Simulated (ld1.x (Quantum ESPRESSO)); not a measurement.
# Cutoff test, N, RRKJ

| Item | Value |
| --- | --- |
| Element | nitrogen |
| Generator | ld1.x (Quantum ESPRESSO) 7.5 |
| Type | norm-conserving RRKJ (Kleinman–Bylander form) |
| Functional | LDA (PZ) |
| Relativity | scalar-relativistic |
| Frozen core | [He] |
| Valence charge | 5 |
| Reference configuration | 2s2 2p2 (charge +1) |
| Partial waves | 2s (bound): rc 1.10 bohr; 3d channel at 0.45 Ry: rc 2.96 bohr; 2p (bound): rc 2.05 bohr |
| Local potential | the p channel |
| Core correction | Bessel-smoothed model core inside 0.55 bohr |
| rho0 | 0.001 |

The pseudo-atom Hamiltonian at the reference potential is diagonalised in spherical Bessel functions j_l(qr) that vanish at 20 bohr, with q² up to the cutoff. All-electron valence levels (Ry): 2s -2.3703, 2p -1.5300.

How do the lowest levels (Ry) of each channel move with the cutoff, and are there ghosts?

```csv
cutoff (Ry),s #1,d #1,p #1,p #2,f #1,f #2,Σ f·Δε (mRy)
8,-2.0382,-0.1358,-0.9260,-0.2022,-0.0420,0.0686,1872.3
12,-2.0455,-0.1360,-1.1715,-0.2274,-0.0420,0.0686,1366.8
18,-2.0908,-0.1360,-1.4098,-0.2470,-0.0420,0.0686,799.4
25,-2.1475,-0.1360,-1.5088,-0.2546,-0.0420,0.0686,488.3
35,-2.2356,-0.1360,-1.5292,-0.2566,-0.0420,0.0686,271.0
45,-2.2938,-0.1360,-1.5297,-0.2567,-0.0420,0.0686,153.7
55,-2.3327,-0.1360,-1.5298,-0.2567,-0.0420,0.0686,75.6
70,-2.3577,-0.1360,-1.5299,-0.2567,-0.0420,0.0686,25.5
90,-2.3681,-0.1360,-1.5300,-0.2567,-0.0420,0.0686,4.6
110,-2.3701,-0.1360,-1.5300,-0.2567,-0.0420,0.0686,0.6
140,-2.3704,-0.1360,-1.5300,-0.2567,-0.0420,0.0686,0.0
400,-2.3704,-0.1360,-1.5300,-0.2567,-0.0420,0.0686,0.0
```

Result: no extra level below or beside the all-electron valence levels (s, d, p, f tested); 10 mRy is reached at 90 Ry and 1 mRy at 110 Ry.

Its largest configuration-test error is +2088 meV.
